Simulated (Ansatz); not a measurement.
Ansatz (an electronic-structure program) input file for C₂H₄FNOSi, SMILES F[C@H]1N=C[Si@H]1O, r2SCAN-D4/def2-SVP. 

Ansatz 0.2 input:
```yaml
crystal:
  periodic: [false, false, false]
  atoms:
    - {symbol: O, position_ang: [1.86167505, -0.83532066, 0.19739705]}
    - {symbol: Si, position_ang: [0.34051669, -0.65373657, 0.70369302]}
    - {symbol: C, position_ang: [-1.12340504, -1.01293876, -0.48365888]}
    - {symbol: N, position_ang: [-1.50783250, 0.18444538, -0.69701766]}
    - {symbol: C, position_ang: [-0.58740001, 0.97010992, 0.12869075]}
    - {symbol: F, position_ang: [0.15778828, 1.83776155, -0.64592717]}
    - {symbol: H, position_ang: [2.20308446, -0.40610072, -0.58597447]}
    - {symbol: H, position_ang: [0.33469110, -1.09124291, 2.08341326]}
    - {symbol: H, position_ang: [-1.65436760, -1.83978885, -0.93571676]}
    - {symbol: H, position_ang: [-1.14447853, 1.59801115, 0.82967600]}
basis:
  gaussian:
    orbitals: def2-SVP
hamiltonian:
  xc: r2scan
  dispersion: d4
relax: {f_tol: 0.002, max_steps: 200}
```

Log of the run:

```
WARN ansatz: RAYON_NUM_THREADS=1 ignored (pool sized by the plan → 1); use --threads N
Functional definition: r2SCAN
integrals: 0.06 GiB planned
1207 factors; their error is unknown
mean field: 0.32 GiB planned
mean field evaluation 1: about -16248.2598 eV, gradient 6.2e1 eV
mean field evaluation 2: about -16234.1945 eV, gradient 1.0e2 eV
mean field evaluation 4: about -16255.8264 eV, gradient 8.7e0 eV
mean field evaluation 8: about -16256.0020 eV, gradient 2.1e-1 eV
mean field evaluation 16: about -16255.9087 eV, gradient 5.3e-4 eV
mean field -16255.90873968 eV, -597.3936275325 hartree, gradient 8.5e-5 eV, S^2 0.000000; 0 other end points of the search recorded, 0 dependent functions left out
the calculation of the forces begins
reference -16255.90874868 eV, -597.3936278632 hartree; 27, 27 occupied and 81, 81 virtual orbitals, 1207 factors
relax step   1: F+E_penalty+E_count = -16255.96371420 eV  Δ(F+E_penalty+E_count) = +0.000e0 eV  max|allowed force component| = 1.672e0 eV/Å  Δτ_max = 0.0000 Å  (29 SCF iters, accepted)
these checks for a lower state are left out or cut short: starts, cluster_reference, orbital_swaps, neighbouring_geometries, increment
integrals: 0.06 GiB planned
1207 factors; their error is unknown
mean field: 0.32 GiB planned
mean field -16256.00260391 eV, -597.3970769795 hartree, gradient 1.3e-5 eV, S^2 0.000000; 0 other end points of the search recorded, 0 dependent functions left out
the calculation of the forces begins
reference -16256.00261296 eV, -597.3970773119 hartree; 27, 27 occupied and 81, 81 virtual orbitals, 1207 factors
relax step   2: F+E_penalty+E_count = -16256.05750824 eV  Δ(F+E_penalty+E_count) = -9.379e-2 eV  max|allowed force component| = 1.103e0 eV/Å  Δτ_max = 0.0396 Å  (32 SCF iters, accepted)
these checks for a lower state are left out or cut short: starts, cluster_reference, orbital_swaps, neighbouring_geometries, increment
integrals: 0.06 GiB planned
1207 factors; their error is unknown
mean field: 0.32 GiB planned
mean field evaluation 32: about -16256.0218 eV, gradient 1.2e-5 eV
mean field -16256.02175775 eV, -597.3977808699 hartree, gradient 1.2e-5 eV, S^2 0.000000; 0 other end points of the search recorded, 0 dependent functions left out
the calculation of the forces begins
reference -16256.02176679 eV, -597.3977812024 hartree; 27, 27 occupied and 81, 81 virtual orbitals, 1207 factors
relax step   3: F+E_penalty+E_count = -16256.07661915 eV  Δ(F+E_penalty+E_count) = -1.911e-2 eV  max|allowed force component| = 3.501e-1 eV/Å  Δτ_max = 0.0237 Å  (33 SCF iters, accepted)
these checks for a lower state are left out or cut short: starts, cluster_reference, orbital_swaps, neighbouring_geometries, increment
integrals: 0.06 GiB planned
1207 factors; their error is unknown
mean field: 0.32 GiB planned
mean field -16256.02627552 eV, -597.3979468949 hartree, gradient 1.2e-5 eV, S^2 0.000000; 0 other end points of the search recorded, 0 dependent functions left out
the calculation of the forces begins
reference -16256.02628455 eV, -597.3979472269 hartree; 27, 27 occupied and 81, 81 virtual orbitals, 1207 factors
relax step   4: F+E_penalty+E_count = -16256.08112892 eV  Δ(F+E_penalty+E_count) = -4.510e-3 eV  max|allowed force component| = 1.321e-1 eV/Å  Δτ_max = 0.0138 Å  (34 SCF iters, accepted)
these checks for a lower state are left out or cut short: starts, cluster_reference, orbital_swaps, neighbouring_geometries, increment
integrals: 0.06 GiB planned
1207 factors; their error is unknown
mean field: 0.32 GiB planned
mean field -16256.02884794 eV, -597.3980414297 hartree, gradient 1.2e-5 eV, S^2 0.000000; 0 other end points of the search recorded, 0 dependent functions left out
the calculation of the forces begins
reference -16256.02885696 eV, -597.3980417611 hartree; 27, 27 occupied and 81, 81 virtual orbitals, 1207 factors
relax step   5: F+E_penalty+E_count = -16256.08371179 eV  Δ(F+E_penalty+E_count) = -2.583e-3 eV  max|allowed force component| = 1.075e-1 eV/Å  Δτ_max = 0.0209 Å  (33 SCF iters, accepted)
these checks for a lower state are left out or cut short: starts, cluster_reference, orbital_swaps, neighbouring_geometries, increment
integrals: 0.06 GiB planned
1207 factors; their error is unknown
mean field: 0.32 GiB planned
mean field -16256.03085162 eV, -597.3981150637 hartree, gradient 1.2e-5 eV, S^2 0.000000; 0 other end points of the search recorded, 0 dependent functions left out
the calculation of the forces begins
reference -16256.03086062 eV, -597.3981153942 hartree; 27, 27 occupied and 81, 81 virtual orbitals, 1207 factors
[...]
the calculation of the forces begins
reference -16256.03145615 eV, -597.3981372798 hartree; 27, 27 occupied and 81, 81 virtual orbitals, 1207 factors
relax step   8: F+E_penalty+E_count = -16256.08636466 eV  Δ(F+E_penalty+E_count) = -2.015e-4 eV  max|allowed force component| = 2.773e-2 eV/Å  Δτ_max = 0.0148 Å  (34 SCF iters, accepted)
these checks for a lower state are left out or cut short: starts, cluster_reference, orbital_swaps, neighbouring_geometries, increment
integrals: 0.06 GiB planned
1207 factors; their error is unknown
mean field: 0.32 GiB planned
mean field -16256.03158502 eV, -597.3981420156 hartree, gradient 1.2e-5 eV, S^2 0.000000; 0 other end points of the search recorded, 0 dependent functions left out
the calculation of the forces begins
reference -16256.03159401 eV, -597.3981423457 hartree; 27, 27 occupied and 81, 81 virtual orbitals, 1207 factors
relax step   9: F+E_penalty+E_count = -16256.08651411 eV  Δ(F+E_penalty+E_count) = -1.494e-4 eV  max|allowed force component| = 2.413e-2 eV/Å  Δτ_max = 0.0189 Å  (32 SCF iters, accepted)
these checks for a lower state are left out or cut short: starts, cluster_reference, orbital_swaps, neighbouring_geometries, increment
integrals: 0.06 GiB planned
1207 factors; their error is unknown
mean field: 0.32 GiB planned
mean field -16256.03164447 eV, -597.3981442005 hartree, gradient 1.2e-5 eV, S^2 0.000000; 0 other end points of the search recorded, 0 dependent functions left out
the calculation of the forces begins
reference -16256.03165346 eV, -597.3981445306 hartree; 27, 27 occupied and 81, 81 virtual orbitals, 1207 factors
relax step  10: F+E_penalty+E_count = -16256.08659444 eV  Δ(F+E_penalty+E_count) = -8.033e-5 eV  max|allowed force component| = 2.214e-2 eV/Å  Δτ_max = 0.0214 Å  (32 SCF iters, accepted)
these checks for a lower state are left out or cut short: starts, cluster_reference, orbital_swaps, neighbouring_geometries, increment
integrals: 0.06 GiB planned
1207 factors; their error is unknown
mean field: 0.32 GiB planned
mean field -16256.03164355 eV, -597.3981441664 hartree, gradient 1.2e-5 eV, S^2 0.000000; 0 other end points of the search recorded, 0 dependent functions left out
the calculation of the forces begins
reference -16256.03165253 eV, -597.3981444966 hartree; 27, 27 occupied and 81, 81 virtual orbitals, 1207 factors
relax step  11: F+E_penalty+E_count = -16256.08660107 eV  Δ(F+E_penalty+E_count) = -6.633e-6 eV  max|allowed force component| = 1.791e-2 eV/Å  Δτ_max = 0.0080 Å  (34 SCF iters, accepted)
these checks for a lower state are left out or cut short: starts, cluster_reference, orbital_swaps, neighbouring_geometries, increment
integrals: 0.06 GiB planned
1207 factors; their error is unknown
mean field: 0.32 GiB planned
mean field evaluation 96: about -16256.0317 eV, gradient 1.2e-5 eV
mean field -16256.03166635 eV, -597.3981450045 hartree, gradient 1.2e-5 eV, S^2 0.000000; 0 other end points of the search recorded, 0 dependent functions left out
the calculation of the forces begins
reference -16256.03167534 eV, -597.3981453346 hartree; 27, 27 occupied and 81, 81 virtual orbitals, 1207 factors
relax step  12: F+E_penalty+E_count = -16256.08662305 eV  Δ(F+E_penalty+E_count) = -2.198e-5 eV  max|allowed force component| = 6.122e-3 eV/Å  Δτ_max = 0.0039 Å  (35 SCF iters, accepted)
these checks for a lower state are left out or cut short: starts, cluster_reference, orbital_swaps, neighbouring_geometries, increment
integrals: 0.06 GiB planned
1207 factors; their error is unknown
mean field: 0.32 GiB planned
mean field -16256.03166758 eV, -597.3981450495 hartree, gradient 1.2e-5 eV, S^2 0.000000; 0 other end points of the search recorded, 0 dependent functions left out
the calculation of the forces begins
reference -16256.03167656 eV, -597.3981453796 hartree; 27, 27 occupied and 81, 81 virtual orbitals, 1207 factors
relax step  13: F+E_penalty+E_count = -16256.08662542 eV  Δ(F+E_penalty+E_count) = -2.365e-6 eV  max|allowed force component| = 3.008e-3 eV/Å  Δτ_max = 0.0011 Å  (35 SCF iters, accepted)
these checks for a lower state are left out or cut short: starts, cluster_reference, orbital_swaps, neighbouring_geometries, increment
integrals: 0.06 GiB planned
1207 factors; their error is unknown
mean field: 0.32 GiB planned
mean field -16256.03166691 eV, -597.3981450250 hartree, gradient 1.2e-5 eV, S^2 0.000000; 0 other end points of the search recorded, 0 dependent functions left out
the calculation of the forces begins
reference -16256.03167590 eV, -597.3981453552 hartree; 27, 27 occupied and 81, 81 virtual orbitals, 1207 factors
relax step  14: F+E_penalty+E_count = -16256.08662829 eV  Δ(F+E_penalty+E_count) = -2.870e-6 eV  max|allowed force component| = 5.723e-3 eV/Å  Δτ_max = 0.0018 Å  (34 SCF iters, accepted)
these checks for a lower state are left out or cut short: starts, cluster_reference, orbital_swaps, neighbouring_geometries, increment
integrals: 0.06 GiB planned
1207 factors; their error is unknown
mean field: 0.32 GiB planned
mean field -16256.03166851 eV, -597.3981450837 hartree, gradient 1.2e-5 eV, S^2 0.000000; 0 other end points of the search recorded, 0 dependent functions left out
the calculation of the forces begins
reference -16256.03167749 eV, -597.3981454138 hartree; 27, 27 occupied and 81, 81 virtual orbitals, 1207 factors
relax step  15: F+E_penalty+E_count = -16256.08662973 eV  Δ(F+E_penalty+E_count) = -1.443e-6 eV  max|allowed force component| = 2.572e-3 eV/Å  Δτ_max = 0.0005 Å  (35 SCF iters, accepted)
these checks for a lower state are left out or cut short: starts, cluster_reference, orbital_swaps, neighbouring_geometries, increment
integrals: 0.06 GiB planned
1207 factors; their error is unknown
mean field: 0.32 GiB planned
mean field -16256.03166889 eV, -597.3981450976 hartree, gradient 1.2e-5 eV, S^2 0.000000; 0 other end points of the search recorded, 0 dependent functions left out
the calculation of the forces begins
reference -16256.03167787 eV, -597.3981454277 hartree; 27, 27 occupied and 81, 81 virtual orbitals, 1207 factors
relax step  16: F+E_penalty+E_count = -16256.08663041 eV  Δ(F+E_penalty+E_count) = -6.765e-7 eV  max|allowed force component| = 1.492e-3 eV/Å  Δτ_max = 0.0007 Å  (34 SCF iters, accepted)
integrals: 0.06 GiB planned
1207 factors; their error is unknown
mean field: 0.32 GiB planned
mean field evaluation 128: about -16256.0317 eV, gradient 1.7e-4 eV
mean field -16256.03166889 eV, -597.3981450976 hartree, gradient 1.2e-5 eV, S^2 0.000000; 1 other end points of the search recorded, 0 dependent functions left out
the calculation of the forces begins
reference -16256.03167787 eV, -597.3981454277 hartree; 27, 27 occupied and 81, 81 virtual orbitals, 1207 factors
Total energy: -16256.08663939 eV, -597.4001652263 hartree
Atom 0 at     1.878751    -0.805027     0.195109 Å, force    -0.000126    -0.000593     0.000423 eV/Å
Atom 1 at     0.312378    -0.631788     0.713616 Å, force    -0.000352     0.000027     0.000478 eV/Å
Atom 2 at    -1.114052    -1.043419    -0.465191 Å, force     0.000155     0.000094    -0.000221 eV/Å
Atom 3 at    -1.468043     0.180054    -0.703420 Å, force     0.000446    -0.000163     0.000834 eV/Å
Atom 4 at    -0.563870     0.988400     0.145714 Å, force    -0.000077     0.000068    -0.001492 eV/Å
Atom 5 at     0.225715     1.800718    -0.648307 Å, force     0.000098     0.000149     0.000352 eV/Å
Atom 6 at     2.102699    -0.349670    -0.627341 Å, force     0.000455     0.000563    -0.000872 eV/Å
Atom 7 at     0.313605    -1.149984     2.110772 Å, force    -0.000180     0.000012     0.000110 eV/Å
Atom 8 at    -1.653856    -1.875839    -0.944384 Å, force    -0.000193     0.000015     0.000087 eV/Å
Atom 9 at    -1.153055     1.637756     0.818008 Å, force    -0.000225    -0.000173     0.000300 eV/Å
Dipole moment:     0.059885    -0.226866     0.156797 e Å
```

The run converged.
